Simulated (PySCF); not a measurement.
Si(CCH)(Cl)(H)2 (C2H3ClSi), SMILES C(#C)[SiH2]Cl. Coordinates come from a PBE0-D3(BJ)/def2-SVP optimisation.

Level of theory: PBE0-D3(BJ)/def2-SVP in PySCF.

Harmonic wavenumbers (cm⁻¹): 123, 228, 332, 552, 611, 659, 725, 748, 760, 880, 947, 2171, 2271, 2275, 3473. Rotational constants (GHz): 11.40, 2.326, 1.978; symmetry number 1.

Task: Work out the zero-point energy and the ideal-gas rigid-rotor harmonic-oscillator thermochemistry at 298.15 K and 1 atm.

Result: ZPE = ½ Σ hcν = ½ × 16754 cm⁻¹ = 23.95 kcal/mol. H − E(el) = 27.86 kcal/mol. Entropy in cal/(mol K): translation 39.42, rotation 26.22, vibration 8.57, total 74.21. G − E(el) = 5.74 kcal/mol. Cp = 19.57 cal/(mol K). Modes under 150 cm⁻¹ make the vibrational entropy uncertain.
